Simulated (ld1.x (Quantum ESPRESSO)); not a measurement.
## Configuration tests for xenon (TM)

* Element: Xe (Z = 54)
* Generator: ld1.x (Quantum ESPRESSO) 7.5
* Type: norm-conserving Troullier–Martins (Kleinman–Bylander form)
* Functional: PBE
* Relativity: scalar-relativistic
* Frozen core: [Kr]
* Valence charge: 18
* Reference configuration: 4d10 5s2 5p6
* Partial waves: 5s (bound): rc 1.65 bohr; 5p (bound): rc 1.80 bohr; 4d (bound): rc 0.75 bohr
* Local potential: all-electron potential smoothed inside 0.60 bohr (lloc = -1)
* Core correction: none

Energies are relative to the spin-unpolarised reference configuration 4d10 5s2 5p6; without spin polarisation the order of configurations can differ from experiment. Not all tests gave a result: 4 of 7 tests not solved or not reliable. Left out of the table: 4d10 5s2 5p4 (solver errors, printed error -85.8 eV); 4d10 5s2 5p3 (solver errors, printed error -94.6 eV); 4d9 5s2 5p6 (solver errors, printed error -345 eV); 4d10 5s2 5p2 (solver errors, printed error -22.6 eV).

| valence configuration | charge | ΔE all-electron (eV) | error AE − PS (meV) |
| --- | --- | --- | --- |
| 4d10 5s2 5p5 | +1 | 12.537 | +3.1 |
| 4d10 5s1 5p6 | +1 | 24.683 | +18 |
| 4d10 5s2 5p5.5 | +0.5 | 5.171 | -0.1 |

Note: ghost states, extra bound levels that the all-electron valence spectrum of the same l lacks: s at -1049.9 eV, p at -531.4 eV, s at -153.8 eV. A true bound ghost makes a file unfit for plane-wave use.
